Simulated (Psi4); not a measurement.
## CH4GeOS (SMILES C[S][Ge][OH]): methods side by side

The species is CH4GeOS (8 atoms), meant as a singlet with charge 0. As SMILES, `C[S][Ge][OH]`. The shape was relaxed beforehand at PBE0/def2-TZVP. This is one conformer, not always the lowest.

| atom | x (Å) | y (Å) | z (Å) |
| --- | --- | --- | --- |
| C | -0.7175 | 0.8056 | -0.0738 |
| S | 0.8263 | 1.1819 | 0.7944 |
| Ge | 2.0894 | -0.6819 | 0.6940 |
| O | 1.0259 | -1.7887 | -0.2219 |
| H | -1.2607 | -0.0043 | 0.4156 |
| H | -0.5345 | 0.5615 | -1.1214 |
| H | -1.3373 | 1.7009 | -0.0372 |
| H | 0.1721 | -1.4458 | -0.5010 |

Each level gives the dipole moment (D). The values are calculated.

| level | kind | program | value (D) | CPU time |
| --- | --- | --- | --- | --- |
| PBE-D4/def2-TZVPP (density fitting) | GGA | Psi4 | 1.85 | 47 s |
| r2SCAN-D4/def2-TZVPP (density fitting) | meta-GGA | Psi4 | 1.99 | 1.8 min |
| B3LYP-D4/def2-TZVPP (density fitting) | global hybrid | Psi4 | 1.69 | 47 s |
| PBE0-D4/def2-TZVPP (density fitting) | global hybrid | Psi4 | 1.80 | 45 s |
| wB97M-V/def2-TZVPP (density fitting) | range-separated hybrid | Psi4 | 1.59 | 1.8 min |

All-electron rows without a relativistic Hamiltonian named are non-relativistic. The values span 1.59 to 1.99 D. Magnitudes only. Times are those of the runs behind each value, whatever else they computed, on shared processors of several kinds: orders of magnitude only.
